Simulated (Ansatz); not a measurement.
Stepwise reaction of `COB(O)OC` with hydrogen fluoride, as a gas-phase model of exchange steps in deposition or etching. ΔE in kJ/mol.

Computed with Ansatz on PBE0-D4/def2-TZVP structures; ΔE is electronic, products minus reactants. CBS: MP2 limit from def2 TZ/QZ plus the TZ coupled-cluster correction, frozen cores. This one scheme is used for every species. DFT in def2-TZVPP. B3LYP here is the variant with VWN-RPA as its local correlation; programs differ in this. One conformer a species, not always the lowest.

```csv
step,reaction,PBE-D4,B3LYP-D4,ωB97M-V,CCSD(T)/CBS
2,`COB(O)F` + H–F → `OB(F)F` + CH₃OH,-12.0,-12.2,-12.7,-7.9
```

Task: Give the row of step 1, `COB(O)OC` + H–F → `COB(O)F` + CH₃OH. (Estimate.)

Result: Computed: 
```json
{"step": "1", "reaction": "`COB(O)OC` + H–F → `COB(O)F` + CH₃OH", "PBE-D4": "-15.8", "B3LYP-D4": "-16.2", "ωB97M-V": "-16.2", "CCSD(T)/CBS": "-10.6"}
```

Task: By hand: ΔE of the 2 steps together at CCSD(T)/CBS.

Result: (-10.6) + (-7.9) = -18.5 kJ/mol, or -9.2 kJ/mol a step.

In ΔE the steps differ by no more than 2.7 kJ/mol. All are downhill at CCSD(T)/CBS. PBE-D4 differs from CCSD(T)/CBS by -5.2 to -4.1 kJ/mol a step. Isolated molecules leave out the surface, adducts and barriers. Largest T1 diagnostic: 0.012.
